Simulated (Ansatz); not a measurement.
`C[Si](C)(C)C1C=CC=C1`, charge 0, multiplicity 1.

Problem. Give a relaxed structure at PBE0-D4/def2-TZVP (the Gaussian-basis code of Ansatz). (Best estimate.)

Solution. Ansatz gave: 
Z-matrix (Å, degrees):
```
C
Si 1 1.874
H 1 1.093 2 111.4
H 1 1.093 2 111.4 3 120.7
H 1 1.094 2 110.5 3 -119.6
C 2 1.874 1 109.2 3 61.1
C 2 1.867 1 110.4 3 -177.3
C 2 1.923 1 108.0 3 -56.1
H 6 1.093 2 111.5 1 -61.6
H 6 1.093 2 111.4 1 177.7
H 6 1.094 2 110.5 1 58.0
H 7 1.094 2 109.9 1 -61.4
H 7 1.092 2 111.3 1 178.9
H 7 1.092 2 111.3 1 58.4
C 8 1.476 2 107.7 1 -65.6
C 8 1.476 2 107.8 1 -177.1
H 8 1.095 2 104.5 1 58.6
C 15 1.353 8 108.9 2 -109.4
H 15 1.081 8 124.4 2 68.0
C 16 1.353 8 108.9 2 109.4
H 16 1.081 8 124.4 2 -68.0
H 18 1.082 15 126.0 8 176.6
H 20 1.082 16 126.0 8 -176.6
```
Point group Cs.
This is one stationary point; other conformers may exist.
